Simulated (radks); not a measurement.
Results of a calculation; reference values are marked as such.
All-electron atom: neutral arsenic in [Ar] 3d10 4s2 4p3. Level of theory: scalar-relativistic Kohn-Sham, LDA (Slater exchange, Perdew-Wang correlation), spin-unpolarised, spherical densities, point nucleus (a radial shooting solver on a logarithmic mesh with Libxc functionals).

Local quantities along the radius. ELF = 1/(1 + alpha^2) is the electron localisation function; alpha = (tau - tau_W)/tau_unif compares the Pauli kinetic energy density with that of the uniform gas; r v_xc is r times the local exchange-correlation potential (hartree bohr); 4 pi r^2 rho is in e/bohr. tau is taken from the large components.

| r (bohr) | ELF | alpha | r v_xc | 4 pi r^2 rho |
|---|---|---|---|---|
| 0.002636 | 1.000 | 0.01925 | -0.07560 | 2.118 |
| 0.003459 | 1.000 | 0.02025 | -0.09694 | 3.401 |
| 0.004577 | 1.000 | 0.02204 | -0.1245 | 5.440 |
| 0.006008 | 0.999 | 0.02483 | -0.1575 | 8.393 |
| 0.007886 | 0.999 | 0.02930 | -0.1974 | 12.57 |
| 0.01043 | 0.999 | 0.03689 | -0.2457 | 18.31 |
| 0.0137 | 0.998 | 0.04974 | -0.2989 | 25.08 |
| 0.01798 | 0.995 | 0.07367 | -0.3559 | 32.18 |
| 0.02379 | 0.985 | 0.1248 | -0.4139 | 38.15 |
| 0.03122 | 0.946 | 0.2388 | -0.4634 | 40.64 |
| 0.04131 | 0.783 | 0.5264 | -0.5019 | 38.79 |
| 0.05422 | 0.450 | 1.105 | -0.5306 | 34.68 |
| 0.07117 | 0.293 | 1.555 | -0.5740 | 33.21 |
| 0.09417 | 0.450 | 1.105 | -0.6624 | 38.34 |
| 0.1236 | 0.717 | 0.6278 | -0.7723 | 46.03 |
| 0.1622 | 0.792 | 0.5120 | -0.8502 | 46.36 |
| 0.2147 | 0.583 | 0.8455 | -0.8583 | 35.45 |
| 0.2818 | 0.248 | 1.743 | -0.8475 | 25.45 |
| 0.3728 | 0.415 | 1.188 | -0.9502 | 26.72 |
| 0.4894 | 0.728 | 0.6111 | -1.095 | 30.78 |
| 0.6423 | 0.763 | 0.5571 | -1.135 | 25.45 |
| 0.8499 | 0.566 | 0.8764 | -1.036 | 13.94 |
| 1.116 | 0.242 | 1.771 | -0.8907 | 6.286 |
| 1.476 | 0.261 | 1.683 | -0.8315 | 3.598 |
| 1.937 | 0.620 | 0.7835 | -0.8448 | 2.705 |
| 2.543 | 0.710 | 0.6389 | -0.8171 | 1.718 |
| 3.365 | 0.518 | 0.9639 | -0.7139 | 0.7633 |
| 4.416 | 0.215 | 1.909 | -0.5605 | 0.2364 |
| 5.797 | 0.042 | 4.780 | -0.3848 | 0.04647 |
| 7.67 | 0.003 | 17.79 | -0.2155 | 0.004703 |

On this mesh the ELF has minima near r = 0.071, 0.28, 1.3 bohr, which separate the shells, and maxima near 0.16 (0.79), 0.56 (0.77), 2.5 (0.71).

Self-consistent cycle (total energy in hartree, residual of the potential): 1: -2256.400296, 3e+00; 2: -2257.396061, 2e+00; 3: -2257.737475, 4e-01; 4: -2257.751289, 1e-01; 5: -2257.752801, 6e-02; 6: -2257.753348, 3e-02; 7: -2257.753494, 6e-04; 8: -2257.753492, 2e-03; 9: -2257.753493, 2e-05; 10: -2257.753493, 9e-06; 11: -2257.753493, 4e-07; 12: -2257.753493, 2e-08; 13: -2257.753493, 8e-09; 14: -2257.753493, 4e-09.
